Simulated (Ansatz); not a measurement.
One change: `C[Si](O)(Cl)Br` becomes `C[Si](N)(O)Br`.

Ansatz, PBE0-D4/def2-TZVP geometries, multiplicity 1. Each molecule was computed in one conformer, which needn't be the lowest.

Scalar relativity is left out up to krypton.

```csv
property,`C[Si](O)(Cl)Br`
HOMO–LUMO gap (B3LYP/def2-TZVPP) / eV,8.30
HOMO energy (ωB97M-V/def2-TZVPP) / eV,-10.71
HOMO energy (PBE0/def2-TZVPP) / eV,-8.49
HOMO–LUMO gap (ωB97M-V/def2-TZVPP) / eV,12.77
size of the dipole moment (ωB97M-V/def2-TZVPP) / D,1.07
HOMO energy (PBE/def2-TZVPP) / eV,-7.14
```

Question: What does the change do to each property? (Estimate.)

Answer: Ansatz gave: 
```csv
property,`C[Si](N)(O)Br`,shift
HOMO–LUMO gap (B3LYP/def2-TZVPP) / eV,7.73,-0.57
HOMO energy (ωB97M-V/def2-TZVPP) / eV,-9.98,0.73
HOMO energy (PBE0/def2-TZVPP) / eV,-7.68,0.81
HOMO–LUMO gap (ωB97M-V/def2-TZVPP) / eV,12.04,-0.73
size of the dipole moment (ωB97M-V/def2-TZVPP) / D,1.17,0.10
HOMO energy (PBE/def2-TZVPP) / eV,-6.29,0.85
```

With PBE0 the HOMO rises by 0.81 eV and the LUMO rises by 0.26 eV, so the gap narrows by about 0.55 eV. PBE moves the HOMO by 0.85 eV and ωB97M-V by 0.73 eV. Dipoles are sizes alone; their direction can turn.

B3LYP here is the variant with VWN-RPA as its local correlation; programs differ in this.

Spin–orbit coupling is left out; it splits and shifts lone-pair levels of the heavy atoms by tenths of an eV.
